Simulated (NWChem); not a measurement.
Species: GaH3; SMILES [GaH3]

Computed with NWChem. Structure relaxed at the PBE-D3(BJ)/def2-SVP level. B3LYP is NWChem's, with the RPA form of VWN correlation. Static field.

```csv
level,isotropic polarisability (bohr³),anisotropy (bohr³)
PBE/aug-cc-pVDZ,34.9,12.2
B3LYP/aug-cc-pVDZ,34.0,11.7
BHandHLYP/aug-cc-pVDZ,32.6,10.5
"LDA (Slater exchange, VWN5)/aug-cc-pVDZ",35.9,13.1
```
